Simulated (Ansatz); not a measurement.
The cluster As4P, relaxed as a doublet with UKS B3LYP-D4/def2-SVP in Ansatz, starting from the GFN2-xTB geometry. Force threshold 0.02 eV/Å.

The structure comes from a short search, and lower isomers may exist.

Start:

Cartesian coordinates in Å:
```
P 0.785 -1.194 -0.737
As -0.182 -1.108 1.291
As -0.535 1.934 -0.401
As -1.392 -0.322 -0.701
As 1.324 0.691 0.547
```

```json
{"step": "1", "energy (eV)": "-252628.2354", "largest force component (eV/Å)": "1.504", "SCF passes": "19"}
{"step": "2", "energy (eV)": "-252628.3287", "largest force component (eV/Å)": "0.371", "SCF passes": "22"}
{"step": "3", "energy (eV)": "-252628.3429", "largest force component (eV/Å)": "0.124", "SCF passes": "22"}
{"step": "4", "energy (eV)": "-252628.3446", "largest force component (eV/Å)": "0.074", "SCF passes": "23"}
{"step": "5", "energy (eV)": "-252628.3452", "largest force component (eV/Å)": "0.009", "SCF passes": "19"}
```

Force components are those of the run's own axes.

End:

Cartesian coordinates in Å:
```
P 0.808 -1.218 -0.771
As -0.202 -1.098 1.329
As -0.549 1.950 -0.386
As -1.424 -0.337 -0.728
As 1.367 0.703 0.556
```

By distances, no bond broke or formed. The bond that changes most is P1–As2, from 2.25 to 2.33 Å (atoms count from 1).

No frequencies were taken in this run, so the end may be a saddle point.

Hardware: 4 threads of Arm Neoverse V2 on a shared host. Wall time 25 s, peak host memory 0.67 GiB.
